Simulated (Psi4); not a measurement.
dimethyl telluride (C$_{2}$H$_{6}$Te), singlet, at a GFN2-xTB geometry (all electrons, no relativity); PBE/3-21G (Psi4).

Input for Psi4:
```
memory 2 GB

molecule {
0 1
C     1.51403960   -0.61814695    0.97361016
Te    0.01637111    0.19648656   -0.35400888
C    -1.60205503   -0.43829160    0.92933228
H     1.38011691   -1.68745138    1.07645886
H     2.48866467   -0.41855255    0.54994310
H     1.44343271   -0.14926988    1.94678120
H    -1.59498997   -1.51573359    1.03418433
H    -2.53486000   -0.12860379    0.47856174
H    -1.50556944    0.02094119    1.90487761
}

set {
  basis 3-21g
  scf_type pk
  basis_guess sto-3g
}

energy('pbe')
print_variables()
```

What the program printed (banner, timings and long lists left out):

```
  //>>>>>>>>>>>>>>>>>>>>>>>>>>>>>>>>>>>//
  //      Guess SCF, STO-3G Basis      //
  //<<<<<<<<<<<<<<<<<<<<<<<<<<<<<<<<<<<//

   => Loading Basis Set <=

    Name: STO-3G
    Role: ORBITAL
    Keyword: BASIS

         ---------------------------------------------------------
                           SCF Castup computation
         ---------------------------------------------------------
                                   SCF
               by Justin Turney, Rob Parrish, Andy Simmonett
                          and Daniel G. A. Smith
                              RKS Reference
         ---------------------------------------------------------

  ==> Geometry <==

    Molecular point group: c1
    Full point group: C1

    Geometry (in Angstrom), charge = 0, multiplicity = 1:

       Center              X                  Y                   Z               Mass
    ------------   -----------------  -----------------  -----------------  -----------------
         C            1.509383301671    -0.674029201963     1.074309237830    12.000000000000
         TE           0.011714811671     0.140604308037    -0.253309802170   129.906222748000
         C           -1.606711328329    -0.494173851963     1.030031357830    12.000000000000
         H            1.375460611671    -1.743333631963     1.177157937830     1.007825032230
         H            2.484008371671    -0.474434801963     0.650642177830     1.007825032230
         H            1.438776411671    -0.205152131963     2.047480277830     1.007825032230
         H           -1.599646268329    -1.571615841963     1.134883407830     1.007825032230
         H           -2.539516298329    -0.184486041963     0.579260817830     1.007825032230
         H           -1.510225738329    -0.034941061963     2.005576687830     1.007825032230

  Running in c1 symmetry.

  Rotational constants: A =      0.26638  B =      0.20249  C =      0.12021 [cm^-1]
  Rotational constants: A =   7985.80726  B =   6070.36562  C =   3603.82043 [MHz]
  Nuclear repulsion =  245.740803813716070

  Charge       = 0
  Multiplicity = 1
  Electrons    = 70
  Nalpha       = 35
  Nbeta        = 35

  ==> Algorithm <==

  SCF Algorithm Type is PK.
  DIIS enabled.
  MOM disabled.
  Fractional occupation disabled.
  Guess Type is SAD.
  Energy threshold   = 1.00e-06
  Density threshold  = 1.00e-06
  Integral threshold = 1.00e-12

  ==> Primary Basis <==

  Basis Set: STO-3G
    Blend: STO-3G
    Number of shells: 23
[...]
  @RKS Final Energy: -6627.38036468818700
    Total Energy =                      -6627.3803646881870009
[...]
   @RKS iter   3: -6664.47616314111474    1.33764e-02   5.08334e-03 ADIIS/DIIS
   @RKS iter   4: -6664.54002277548170   -6.38596e-02   2.20033e-04 ADIIS/DIIS
   @RKS iter   5: -6664.54016150720963   -1.38732e-04   2.98018e-05 DIIS
   @RKS iter   6: -6664.54016434894129   -2.84173e-06   5.40281e-06 DIIS
   @RKS iter   7: -6664.54016445769230   -1.08751e-07   1.09604e-06 DIIS
   @RKS iter   8: -6664.54016446148307   -3.79077e-09   8.40215e-08 DIIS
  Energy and wave function converged.

  ==> Post-Iterations <==

   Electrons on quadrature grid:
      Ntotal   =   69.9999900232 ; deviation = -9.977e-06

    Orbital Energies [Eh]
    ---------------------

    Doubly Occupied:

[...]
    Virtual:

[...]
      63A    220.119815

    Final Occupation by Irrep:
              A
    DOCC [    35 ]
    NA   [    35 ]
    NB   [    35 ]

  @RKS Final Energy: -6664.54016446148307

   => Energetics <=

    Nuclear Repulsion Energy =            245.7408038137160702
    One-Electron Energy =               -9663.1140038723569887
    Two-Electron Energy =                2936.3345411211212195
    DFT Exchange-Correlation Energy =    -183.5015055239635444
    Empirical Dispersion Energy =           0.0000000000000000
    VV10 Nonlocal Energy =                  0.0000000000000000
    Total Energy =                      -6664.5401644614830730

Computation Completed

Properties will be evaluated at   0.000000,   0.000000,   0.000000 [a0]

Properties computed using the SCF density matrix

 Multipole Moments:

 ------------------------------------------------------------------------------------
     Multipole            Electronic (a.u.)      Nuclear  (a.u.)        Total (a.u.)
 ------------------------------------------------------------------------------------

 L = 1.  Multiply by 2.5417464519 to convert [e a0] to [Debye]
 Dipole X            :          0.5927139           -0.6159390           -0.0232251
 Dipole Y            :          7.1134007           -7.3921509           -0.2787502
 Dipole Z            :        -12.8183480           13.3205569            0.5022089
 Magnitude           :                                                    0.5748521

 ------------------------------------------------------------------------------------

  Variable Map:
  ----------------------------------------------------------------------------
[...]
  Array Variable Map:
  ----------------------------------------------------------------------------
[...]
[...]
```
